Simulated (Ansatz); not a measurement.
Input file for CH7AlSi2 (`C1[SiH2][AlH][SiH2]1`):

```yaml
crystal:
  periodic: [false, false, false]
  atoms:
    - {symbol: C, position_ang: [-0.747664, 0.534736, -0.672099]}
    - {symbol: Si, position_ang: [-0.985686, -1.079636, 0.312146]}
    - {symbol: Al, position_ang: [1.019755, -0.462254, 1.591874]}
    - {symbol: Si, position_ang: [1.113754, 0.884669, -0.461803]}
    - {symbol: H, position_ang: [-1.096589, 0.500050, -1.706640]}
    - {symbol: H, position_ang: [-1.300711, 1.328913, -0.156651]}
    - {symbol: H, position_ang: [-0.684633, -2.241927, -0.579315]}
    - {symbol: H, position_ang: [-2.370503, -1.276613, 0.832297]}
    - {symbol: H, position_ang: [1.767697, -0.719014, 2.969164]}
    - {symbol: H, position_ang: [1.479980, 2.325923, -0.587270]}
    - {symbol: H, position_ang: [1.870001, 0.148151, -1.521003]}
basis:
  gaussian: {orbitals: def2-TZVPP}
correlation: {method: ccsd_t}
output: {orbitals: {seedname: orbitals}}
```

```sh
$ ansatz run in.yaml --threads 2 --pin off --events-out ev --progress --plain --max-ram 4352MiB
```

The program prints (abridged):

```
Functional definition: HF
1454 factors; integrals over basis functions are off by at most 1.0e-3 eV
mean field evaluation 1: about -23445.5505 eV, gradient 3.0e1 eV
mean field evaluation 2: about -23445.7959 eV, gradient 3.0e1 eV
mean field evaluation 4: about -23448.9681 eV, gradient 3.9e0 eV
mean field evaluation 8: about -23449.0483 eV, gradient 1.7e-1 eV
mean field evaluation 16: about -23449.0484 eV, gradient 1.2e-6 eV
mean field -23449.04844129 eV, -861.7366358814 hartree, gradient 1.2e-6 eV, S^2 0.000000; 0 other end points of the search recorded, 0 dependent functions left out
16 core orbitals not correlated: weight in the atoms' cores, before any rotation towards them, 1.000 or more for the frozen orbitals, at most 0.000 for the correlated occupied ones
reference -23449.04844129 eV, -861.7366358814 hartree; 11, 11 occupied and 228, 228 virtual orbitals, 1454 factors
second order -13.48825803 eV of doubles, -0.00000000 eV of singles
cycle   1  -14.59675688 eV  change    -1.1e0 eV  update   9.7e-2
cycle   2  -15.10148125 eV  change   -5.0e-1 eV  update   3.1e-2
cycle   3  -15.15695261 eV  change   -5.5e-2 eV  update   1.2e-2
cycle   4  -15.15153342 eV  change    5.4e-3 eV  update   3.7e-3
cycle   5  -15.15048284 eV  change    1.1e-3 eV  update   1.4e-3
cycle   6  -15.15018526 eV  change    3.0e-4 eV  update   5.0e-4
cycle   7  -15.15013390 eV  change    5.1e-5 eV  update   1.8e-4
cycle   8  -15.15021069 eV  change   -7.7e-5 eV  update   7.8e-5
cycle   9  -15.15021948 eV  change   -8.8e-6 eV  update   2.9e-5
cycle  10  -15.15020399 eV  change    1.5e-5 eV  update   1.3e-5
perturbative correction -0.62793381 eV, -0.0230761418 hartree
Total energy: -23464.82657909 eV, -862.3164717507 hartree
```

Hardware: 2 threads of an Arm Neoverse V1 on a shared host. Wall time 9.4 min, peak host memory 2.1 GiB.

The correlation energy is -15.778 eV, 4.0 % of it from (T); the T1 diagnostic reads 0.0133.
